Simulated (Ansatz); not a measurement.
A structure relaxed at PBE0-D4/def2-TZVP, charge 0, multiplicity 1:

Cartesian coordinates in Å:
```
B -0.797 -0.699 1.373
C -0.722 0.512 0.439
O 0.502 1.368 0.510
C 0.420 0.475 -0.463
C 1.090 0.007 -1.493
H -1.753 -1.415 1.314
H 0.120 -0.948 2.092
H -1.583 1.067 0.078
H 2.046 0.432 -1.768
H 0.677 -0.799 -2.082
```

Q: Give its formula and SMILES.

A: C3H5BO, `BC1OC1=C`.

Q: Summarise the bond lengths by kind.

A: 1 × B–C 1.531 Å; 2 × B–H 1.192 to 1.195 Å; 2 × C–O 1.324 to 1.495 Å; 2 × C–C 1.315 to 1.456 Å; 3 × C–H 1.080 to 1.087 Å.

All numbers were calculated with Ansatz.
